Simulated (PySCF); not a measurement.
# Computed records: CH5BOSi, C2H4BCl

Calculation on a computer-drawn molecule: the log of a Hartree-Fock and frozen-core CCSD(T) single point meant for a local Hartree-Fock minimum, with one planted fault or none, to be diagnosed. Offsets are logged minus clean, where the clean run is the same molecule without the fault. The reference is restricted for singlets and unrestricted otherwise, and also for a bond in bohr or an excited solution. Adding or removing an electron swaps singlet and doublet. The excited solution moves the top pair (singlet) or top alpha electron (doublet) to the lowest empty orbital. Highest occupied and lowest empty are orbital energies over both spins, largest force is the largest gradient component, triples share is (T) over the correlation energy, the T1 limit is 0.02 restricted and 0.045 unrestricted, electrons count all cores, a negative frequency is imaginary (commonest isotopes), and the dipole is about the centre of nuclear charge. Program: PySCF 2.14.0.

Common to all runs: meant charge 0; meant multiplicity 1; meant basis cc-pV(D+d)Z; logged SCF converged yes; logged CC converged yes; logged SCF stable within its kind yes; possible faults no fault, one electron removed, one electron added, multiplicity raised by two, geometry at a saddle point, SCF held on an excited solution, minimal basis STO-3G, one bond length entered in bohr, all coordinates scaled.

(1) 
```xyz
9
formula=CH5BOSi logged_electrons=37 logged_basis_functions=90 logged_spin_squared=0.7686 logged_highest_occupied=-17.47 logged_lowest_empty=-6.069 logged_largest_force=0.10984 logged_T1_diagnostic=0.048 logged_D1_diagnostic=0.28317 logged_triples_share=0.030245 logged_dipole_magnitude=2.4266 logged_energy_HF=-428.93435 logged_energy_CCSD(T)=-429.45025 planted_fault=one_electron_removed HF_energy_offset_from_clean_run=190.7 CCSD(T)_energy_offset_from_clean_run=219.9
C     -1.9435    -0.8255     0.2848
B     -0.5211    -0.3905     0.7932
Si     0.2825     1.4600     0.5229
O      0.9288     1.9222    -0.7541
H     -2.3756    -0.2034    -0.4999
H     -1.9682    -1.8732    -0.0248
H     -2.6054    -0.7552     1.1630
H      0.1322    -1.1785     1.4252
H      0.1971     2.3367     1.7199
```

Units: logged_highest_occupied, logged_lowest_empty in eV; logged_largest_force in hartree/bohr; logged_dipole_magnitude in debye; logged_energy_HF, logged_energy_CCSD(T) in hartree; HF_energy_offset_from_clean_run, CCSD(T)_energy_offset_from_clean_run in kcal/mol.

Drawn bonds:
| atom | other atom | order |
| --- | --- | --- |
| 1 | 2 | 1 |
| 2 | 3 | 1 |
| 3 | 4 | 2 |
| 1 | 5 | 1 |
| 1 | 6 | 1 |
| 1 | 7 | 1 |
| 2 | 8 | 1 |
| 3 | 9 | 1 |

Notes: T1 above single-reference limit.

(2) 
```xyz
9
formula=CH5BOSi logged_electrons=38 logged_basis_functions=90 logged_spin_squared=2.0207 logged_highest_occupied=-6.3004 logged_lowest_empty=0.34524 logged_largest_force=0.15641 logged_T1_diagnostic=0.093486 logged_D1_diagnostic=0.51403 logged_triples_share=0.03583 logged_dipole_magnitude=1.3028 logged_energy_HF=-429.13908 logged_energy_CCSD(T)=-429.67545 planted_fault=multiplicity_raised_by_two HF_energy_offset_from_clean_run=62.21 CCSD(T)_energy_offset_from_clean_run=78.63
C     -1.9435    -0.8255     0.2848
B     -0.5211    -0.3905     0.7932
Si     0.2825     1.4600     0.5229
O      0.9288     1.9222    -0.7541
H     -2.3756    -0.2034    -0.4999
H     -1.9682    -1.8732    -0.0248
H     -2.6054    -0.7552     1.1630
H      0.1322    -1.1785     1.4252
H      0.1971     2.3367     1.7199
```

Units: logged_highest_occupied, logged_lowest_empty in eV; logged_largest_force in hartree/bohr; logged_dipole_magnitude in debye; logged_energy_HF, logged_energy_CCSD(T) in hartree; HF_energy_offset_from_clean_run, CCSD(T)_energy_offset_from_clean_run in kcal/mol.

Drawn bonds:
| atom | other atom | order |
| --- | --- | --- |
| 1 | 2 | 1 |
| 2 | 3 | 1 |
| 3 | 4 | 2 |
| 1 | 5 | 1 |
| 1 | 6 | 1 |
| 1 | 7 | 1 |
| 2 | 8 | 1 |
| 3 | 9 | 1 |

Notes: T1 above single-reference limit.

(3) 
```xyz
9
formula=CH5BOSi logged_electrons=38 logged_basis_functions=29 logged_spin_squared=0 logged_highest_occupied=-5.3504 logged_lowest_empty=6.7754 logged_largest_force=0.052745 logged_T1_diagnostic=0.020287 logged_D1_diagnostic=0.081655 logged_triples_share=0.025687 logged_dipole_magnitude=1.0147 logged_energy_HF=-424.07376 logged_energy_CCSD(T)=-424.28119 planted_fault=minimal_basis_STO-3G HF_energy_offset_from_clean_run=3240 CCSD(T)_energy_offset_from_clean_run=3460
C      1.3536    -1.4857     1.5904
B      0.9080    -1.7814     0.1015
Si     0.1167    -3.5836    -0.5698
O     -1.5151    -3.2511    -0.6032
H      1.1193    -0.4605     1.8942
H      0.9781    -2.1773     2.3482
H      2.4523    -1.5534     1.6021
H      1.1593    -0.9204    -0.7125
H     -1.8606    -2.4045    -0.3625
```

Units: logged_highest_occupied, logged_lowest_empty in eV; logged_largest_force in hartree/bohr; logged_dipole_magnitude in debye; logged_energy_HF, logged_energy_CCSD(T) in hartree; HF_energy_offset_from_clean_run, CCSD(T)_energy_offset_from_clean_run in kcal/mol.

Drawn bonds:
| atom | other atom | order |
| --- | --- | --- |
| 1 | 2 | 1 |
| 2 | 3 | 1 |
| 3 | 4 | 1 |
| 1 | 5 | 1 |
| 1 | 6 | 1 |
| 1 | 7 | 1 |
| 2 | 8 | 1 |
| 4 | 9 | 1 |

Notes: T1 above single-reference limit.

(4) 
```xyz
8
formula=C2H4BCl logged_electrons=38 logged_basis_functions=85 logged_spin_squared=0 logged_highest_occupied=-8.4481 logged_lowest_empty=2.6046 logged_largest_force=0.012127 logged_T1_diagnostic=0.01229 logged_D1_diagnostic=0.041081 logged_triples_share=0.032505 logged_dipole_magnitude=0.11266 logged_energy_HF=-562.23534 logged_energy_CCSD(T)=-562.79145 planted_fault=all_coordinates_scaled,by_+1.8_% HF_energy_offset_from_clean_run=1.645 CCSD(T)_energy_offset_from_clean_run=-0.4226
C     -1.4276    -0.4948    -0.1922
C     -1.5078    -1.3777     1.0663
B     -0.5037    -1.6396     2.0151
Cl     0.7091    -1.9855     3.2039
H     -2.1727     0.3307    -0.1501
H     -1.6385    -1.0870    -1.1105
H     -0.4238    -0.0346    -0.3132
H     -2.4790    -1.8764     1.2593
```

Units: logged_highest_occupied, logged_lowest_empty in eV; logged_largest_force in hartree/bohr; logged_dipole_magnitude in debye; logged_energy_HF, logged_energy_CCSD(T) in hartree; HF_energy_offset_from_clean_run, CCSD(T)_energy_offset_from_clean_run in kcal/mol.

Drawn bonds:
| atom | other atom | order |
| --- | --- | --- |
| 1 | 2 | 1 |
| 2 | 3 | 2 |
| 3 | 4 | 1 |
| 1 | 5 | 1 |
| 1 | 6 | 1 |
| 1 | 7 | 1 |
| 2 | 8 | 1 |
